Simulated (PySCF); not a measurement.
# Molecular orbitals of BiP

PBE at R = 2.294 Å; basis Bi def2-SVPD with ECP60, P def2-SVPD; scalar-relativistic core potentials; PySCF 2.14. State: ¹Σ⁺ (singlet), closed shell. Only the outer orbitals are listed, counted within each symmetry, core potentials removing the inner ones.

```
orbital  occ.  ε (eV)  on Bi (%)           main shells (%)
     7σ     2  -16.02         62           61 Bi s, 32 P s
     8σ     2  -12.04         38           61 P s, 31 Bi s
     9σ     2   -6.32         44           50 P p, 40 Bi p
     4π     2   -5.96         48           51 P p, 47 Bi p
     4π     2   -5.96         48           51 P p, 47 Bi p
     5π     0   -3.34         55           49 Bi p, 43 P p
     5π     0   -3.34         55           49 Bi p, 43 P p
    10σ     0   -0.43         70  48 Bi s, 18 P p, 13 Bi p
```

Problem. Which are the highest filled and the lowest empty level, where do they sit, and how wide is the gap?

Solution. Highest filled 4π at -5.96 eV (in %: 51 P p, 47 Bi p); lowest empty 5π at -3.34 eV (in %: 49 Bi p, 43 P p); the gap at PBE is 2.62 eV.

The bond order (Mayer) is 2.95, the ⟨S²⟩ is 0.000 and the charge on Bi (Mulliken, basis-dependent) is 0.20. The charge on Bi (Löwdin, basis-dependent) is 0.13 and the dipole moment (positive dipole means Bi(−)P(+)) is -2.02 D. The polarisability along the bond is 107.8 bohr³ and the polarisability across the bond is 55.8 bohr³.

Spin–orbit coupling is left out, which matters for elements this heavy, above all for dissociation energies.
